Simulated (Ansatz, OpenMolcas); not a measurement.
Cu2 (SMILES [Cu][Cu]): methods side by side

Cu2 has 2 atoms, charge 0, and is taken as a singlet. SMILES: `[Cu][Cu]`. The bond length is the measured one.

```xyz
2

Cu    0.0000    0.0000    0.0000
Cu    0.0000    0.0000    2.2197
```

Each level gives the energy change with the Cu1–Cu2 bond stretched from 2.220 to 3.995 Å (eV). The values are calculated.

```
                          level                    kind     program  value (eV)  CPU time (all runs)
   SVWN5/def2-SVPD (restricted)                     LDA      Ansatz        2.67                 15 s
  revPBE/def2-SVPD (restricted)                     GGA  OpenMolcas        2.15                 15 s
  r2SCAN/def2-SVPD (restricted)                meta-GGA  OpenMolcas        2.46                 17 s
  M06-2X/def2-SVPD (restricted)         hybrid meta-GGA  OpenMolcas        1.70                 17 s
 wB97M-V/def2-SVPD (restricted)  range-separated hybrid      Ansatz        2.39              2.4 min
  B2PLYP/def2-SVPD (restricted)           double hybrid  OpenMolcas        2.07                 11 s
 RPA@PBE/def2-SVPD (restricted)                     RPA      Ansatz        1.58                 46 s
RPA@PBE0/def2-SVPD (restricted)                     RPA      Ansatz        1.87                 18 s
    CCSD/def2-SVPD (restricted)   coupled cluster or CI      Ansatz        1.74                 16 s
```

The first shape isn't each level's own minimum. The values span 1.58 to 2.67 eV. CPU times are rough (shared hosts, several kinds of processor): they show what a rung costs within a factor of a few.
